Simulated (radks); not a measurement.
Values are calculated unless marked as measured or tabulated.
Question: Neutral nickel, configuration [Ar] 3d8 4s2. Level of theory: scalar-relativistic Kohn-Sham, revPBE, spin-polarised, spherical densities, point nucleus; open shells are filled with parallel spins first (a radial shooting solver on a logarithmic mesh with Libxc functionals). Some entries of the table are withheld. Estimate them.

orbital  occ.  eigenvalue (hartree)  <r^2> (bohr^2)
1s down     1             -301.8128        0.003934
1s up       1             -301.8127        0.003935
2s up       1             -36.10049         0.07082
2s down     1             -36.05992         0.07071
2p up       3             -31.04802         0.05695
2p down     3             -31.01771         0.05683
3s up       1              -4.12008          0.6313
3s down     1              -4.03701          0.6339
3p up       3              -2.65956             (1)
3p down     3              -2.57795             (2)
3d up       5                   (3)           1.333
3d down     3                   (4)           1.468
4s up       1              -0.21079             (5)
4s down     1              -0.19824             (6)
4p up       0              -0.04567           23.94
4p down     0              -0.04250           25.96

Answer: 
(1) 3p up <r^2> (bohr^2): 0.7135
(2) 3p down <r^2> (bohr^2): 0.7187
(3) 3d up eigenvalue (hartree): -0.35718
(4) 3d down eigenvalue (hartree): -0.28365
(5) 4s up <r^2> (bohr^2): 9.052
(6) 4s down <r^2> (bohr^2): 9.580
